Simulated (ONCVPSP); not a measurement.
**Reading a pseudo-wave (strontium)**

Columns: radius, all-electron u(r) and pseudo u(r) of the 4s shell (level -47.23 eV) of strontium in the configuration [Ar] 3d10 4s2 4p6 5s1; PBE, scalar-relativistic, ONCV scheme, ONCVPSP 4.0.1.

```tsv
r (bohr)	all-electron	pseudo
0.120	0.3210	0.1243
0.240	-0.1944	0.2482
0.360	-0.5099	0.3705
0.480	-0.3466	0.4889
0.600	0.0218	0.6000
0.720	0.3928	0.6990
0.840	0.6805	0.7812
0.960	0.8667	0.8420
1.080	0.9623	0.8782
1.200	0.9871	0.8883
1.320	0.9612	0.8733
1.440	0.9027	0.8361
1.560	0.8253	0.7810
1.680	0.7396	0.7135
1.800	0.6525	0.6391
1.920	0.5686	0.5628
2.040	0.4906	0.4886
2.160	0.4199	0.4195
2.280	0.3571	0.3570
2.400	0.3020	0.3019
2.520	0.2542	0.2542
2.640	0.2132	0.2132
2.760	0.1782	0.1782
2.880	0.1485	0.1485
3.000	0.1235	0.1235
3.120	0.1024	0.1024
```

Task: How many radial nodes do the two functions have?

Result: The all-electron 4s function has n − l − 1 = 3 (the table is too coarse to show those close to the nucleus); the pseudo-wave has 0, since the states of the same l below it are removed with the core.

Task: At about which radius was the pseudo-wave matched?

Result: 2.40 bohr. The columns agree to 0.0005 from 2.16 bohr on; several derivatives are matched, so the curves merge somewhat inside the radius.

Task: Is the pseudo-wave norm-conserving?

Result: Yes: the ONCV scheme keeps the norm inside the radius equal to the all-electron one, which fixes the energy derivative of the logarithmic derivative at the level.
